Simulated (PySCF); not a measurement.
Species: C4H5F4O (doublet state).
Atom-mapped SMILES: `[CH3:1][O:2][CH:3][C@@H:4]([F:5])[C:6]([F:7])([F:8])[F:9]` (hydrogens: H10, H11, H12 on C1; H13 on C3; H14 on C4)

Structure used (GFN2-xTB), in Å, numbered top down from 1:
```xyz
14
C4H5F4O angstrom
C     -2.5254   -0.1714    0.2935
O     -1.1893   -0.5516    0.5170
C     -0.2766   -0.0825   -0.3680
C      1.1079   -0.5389   -0.1959
F      1.4933   -1.4677   -1.1755
C      2.1061    0.6259   -0.3196
F      1.9942    1.2723   -1.4823
F      3.3747    0.2320   -0.2021
F      1.8867    1.5279    0.6491
H     -2.8762   -0.5230   -0.6819
H     -3.1123   -0.6353    1.0839
H     -2.6372    0.9163    0.3427
H     -0.5929    0.4300   -1.2598
H      1.2462   -1.0344    0.7717
```

The hyperfine couplings belong to this conformer and change with its torsions.

Level of theory: UKS B3LYP, pcH-1 on C F H O, non-relativistic, mean-field spin-orbit, GIAO (PySCF 2.14.0). The structure is a single GFN2-xTB conformer in the gas phase; no vibrational or solvent corrections. The geometry wasn't refined by DFT: couplings that depend on bond lengths, twists or pyramidal angles can differ widely from those at the functional's own minimum. The SCF solution wasn't tested for stability.

Problem. Give the isotropic g value and a_iso(13C) at C3.

Solution. g_iso = 2.00316 and a = +84.01 MHz, or +2.997 mT (Mulliken spin population +0.83). 13C makes up about 1.07 % of the natural element, so this concerns labelled samples or satellites.

Problem. For one electron spin and this one nucleus (I = 1/2, g_N = 1.4048), compare first-order, second-order and exact resonance fields at 9.584 GHz.

Solution. First order: B = B0 − a·mI with B0 = 341.838 mT. Second order subtracts a²[I(I+1) − mI²]/(2B0). The exact fields come from the Breit–Rabi levels of H = g μB B Sz − g_N μN B Iz + a S·I.

| mI | first order (mT) | second order (mT) | exact (mT) | exact − first order |
| --- | --- | --- | --- | --- |
| −1/2 | 343.337 | 343.330 | 343.330 | -0.007 |
| +1/2 | 340.340 | 340.333 | 340.333 | -0.007 |

Problem. What g and a would be read from the two outer exact lines by first-order rules?

Solution. Their midpoint, 341.832 mT, gives an apparent g of 2.00319 (true 2.00316), and their distance over 2I an apparent |a| of 2.997 mT (true 2.997).

Other couplings of abundant isotopes, left aside here: 1 × 19F 315 MHz, 1 × 1H 57 MHz, 3 × 19F 16 MHz, 3 × 1H 11 MHz.

Means are taken over nuclei equivalent by connectivity, which assumes that they swap fast. The three 19F nuclei of mean +16.3 MHz run from 2.7 to 30.7 MHz in the frozen geometry. The three 1H nuclei of mean +10.7 MHz run from -1.8 to 17.3 MHz in the frozen geometry.

The run took 77 s (with the writing of density and orbital grids) on an Arm Neoverse V2 with one thread, shared host with 96 logical CPUs at a one-minute load of 72, and the process peaked at 1.0 GiB of memory.
